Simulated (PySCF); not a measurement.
PBE on Ta⁻ (tantalum, charge -1), [Xe] 4f14 5d4 6s2, high-spin 5D determinant. Computed with PySCF 2.14 in aug-cc-pVTZ-PP with ECP60MDF (6s6p5d3f2g, 88 functions), with scalar relativity through the core potential.

```
cycle= 1 E= -57.3385955125239  delta_E= -0.0259  |g|= 0.0357  |ddm|= 1.51
cycle= 2 E= -57.3185962351289  delta_E= 0.02  |g|= 0.139  |ddm|= 0.555
cycle= 3 E= -57.3406798838863  delta_E= -0.0221  |g|= 0.0144  |ddm|= 0.41
cycle= 4 E= -57.3409572764758  delta_E= -0.000277  |g|= 0.00132  |ddm|= 0.0588
cycle= 5 E= -57.3409592139112  delta_E= -1.94e-06  |g|= 0.000821  |ddm|= 0.0132
cycle= 6 E= -57.3409601523101  delta_E= -9.38e-07  |g|= 5.62e-05  |ddm|= 0.00266
cycle= 7 E= -57.3409601659477  delta_E= -1.36e-08  |g|= 1.74e-05  |ddm|= 0.00122
cycle= 8 E= -57.3409601669639  delta_E= -1.02e-09  |g|= 8.92e-06  |ddm|= 0.000277
cycle= 9 E= -57.3409601670747  delta_E= -1.11e-10  |g|= 7.09e-07  |ddm|= 5.22e-05
converged SCF energy = -57.3409601670747  <S^2> = 6.0327081  2S+1 = 5.0130662
```

Highest occupied orbital energy: 1.891 eV; ⟨L²⟩ = 6.09; populations by l: s 3.99, p 6.00, d 4.01, f 0.00.

**Question.** Can this result be used?

**Answer.** With care. The run converged. Energies and moments cover only the electrons outside the core potential. Spin-orbit coupling, absent here, splits the open shell strongly. At PBE the highest occupied level has a positive energy, so only the finite basis holds that electron; in a semilocal or global hybrid functional this comes from self-interaction and does not mean that the real anion is unbound.
